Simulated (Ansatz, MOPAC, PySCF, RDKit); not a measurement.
Dimer: PH3 (SMILES P) (first 4 atoms) with Si2H6 (SMILES [SiH3][SiH3]); geometry from B3LYP-D3(BJ)/def2-TZVP.
(charge 0, multiplicity 1):
```
atom    x (Å)    y (Å)    z (Å)
----  -------  -------  -------
P     -0.3602   0.2282  -0.0754
H      0.7813  -0.1793   0.6606
H      0.3673   1.1782  -0.8387
H     -0.7495   1.1836   0.8977
Si     0.6779   0.8170   3.9747
Si    -0.8075  -0.9964   3.9128
H      0.0240   2.0419   3.4547
H      1.8792   0.5342   3.1534
H      1.1072   1.0662   5.3729
H     -1.9922  -0.7118   4.7584
H     -0.1404  -2.2180   4.4252
H     -1.2680  -1.2560   2.5277
```

Interaction energies are E(AB) − E(A) − E(B) at the monomers' geometry in the complex; basis-set methods are counterpoise corrected. RDKit's UFF carries no charges.

Correlated levels freeze the cores. The state reached by AM1 isn't checked.

The values were computed with Ansatz (Gaussian basis) for Hartree–Fock, density functionals and correlated methods; MOPAC for AM1 (differences of heats of formation); PySCF for the dispersion terms; RDKit for the force fields. Values without a source in brackets are computed.

Task: One of these levels gives 1.74 kcal/mol for the interaction energy. Name it.
(A) UFF
(B) AM1
(C) MP2/aug-cc-pV(D+d)Z
(D) r2SCAN-D3(BJ)/def2-TZVPPD

Result: B, AM1. The others give -1.77 (UFF), -1.25 (r2SCAN-D3(BJ)/def2-TZVPPD), -0.92 (MP2/aug-cc-pV(D+d)Z)

Ansatz is a quantum-chemistry and plane-wave program.
